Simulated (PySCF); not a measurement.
# Simulated absorption spectrum

GaCl2(OMe), CH3Cl2GaO.
SMILES: `C[O][Ga]([Cl])[Cl]`

Computed with PySCF 2.14.0, density-fitted response routines, TDDFT wB97X-D/def2-SVPD, vertical, gas phase, core orbitals frozen in the response. Geometry: PBE0-D3(BJ)/def2-SVP, one conformer, isolated molecule. The wB97X-D/def2-SVPD calculation is non-relativistic and has no spin–orbit coupling, an omission that weighs most on gallium.

Broadening: Gaussians 0.4 eV wide at half height, area fixed by f = 4.319×10⁻⁹ ∫ε dν̃. The width is an assumption, not a result. The curve ends short of the highest state used, and states not computed would add to its high-energy end.

λ (nm), ε (L mol⁻¹ cm⁻¹) and a bar:
```
    152.5        597 #
    154.1        300 #
    155.7        258 
    157.2        386 #
    158.8        639 #
    160.4        957 ##
    162.0       1362 ###
    163.5       1968 ####
    165.1       3114 ######
    166.7       5003 #########
    168.2       7482 ##############
    169.8      10615 ###################
    171.4      13656 #########################
    173.0      15792 #############################
    174.5      16343 ##############################
    176.1      15168 ############################
    177.7      12568 #######################
    179.3       9373 #################
    180.8       6594 ############
    182.4       4368 ########
    184.0       3026 ######
    185.6       2405 ####
    187.1       2228 ####
    188.7       2234 ####
    190.3       2284 ####
    191.9       2304 ####
    193.4       2277 ####
    195.0       2192 ####
    196.6       2044 ####
    198.2       1829 ###
    199.7       1576 ###
    201.3       1276 ##
    202.9        977 ##
    204.5        712 #
    206.0        514 #
    207.6        362 #
    209.2        266 
    210.8        210 
    212.3        180 
    213.9        161 
    215.5        146 
    217.1        129 
    218.6        112 
    220.2         91 
    221.8         71 
    223.4         52 
    224.9         38 
    226.5         25 
    228.1         16 
    229.7         10 
    231.2          6 
    232.8          4 
    234.4          2 
    235.9          1 
    237.5          1 
    239.1          0
```

(1) Where are the band maxima, and which computed states make them?

(2) On this curve, what absorbance would a 10⁻⁵ mol/L sample give at 222 nm over a 1 cm path?

(3) Coming from long wavelengths, where does ε first pass 100 L mol⁻¹ cm⁻¹?

Results:

(1) 192 nm (6.46 eV), ε about 2300, made up of S2 (38%) and S3 (61%) (hardly more than a shoulder); 174 nm (7.11 eV), ε about 16000, made up of S7 (83%) (ε in L mol⁻¹ cm⁻¹; maxima over ε = 5, shares over 10%). At its high-energy end, 8.13 eV, the curve is still rising (ε about 600, from S12, S13 and S14). The states used: S1 5.79 eV (f 0.0020); S2 6.28 eV (f 0.023); S3 6.56 eV (f 0.025); S4 6.66 eV (f 0.0001); S5 6.87 eV (f 0.0004); S6 6.92 eV (f 0.0063); S7 7.08 eV (f 0.204); S8 7.29 eV (f 0.023); S9 7.29 eV (f 0.042); S10 7.66 eV (f 0.011); S11 7.67 eV (f 0.0022); S12 8.29 eV (f 0.0024); S13 8.39 eV (f 0.020); S14 8.73 eV (f 0.494).

(2) 222 nm is 5.585 eV, where ε is about 68 L mol⁻¹ cm⁻¹, so A = ε c l ≈ 0.00068 (Beer–Lambert, with the gas-phase spectrum and the assumed width).

(3) At about 219 nm (5.65 eV), 0.14 eV below S1.
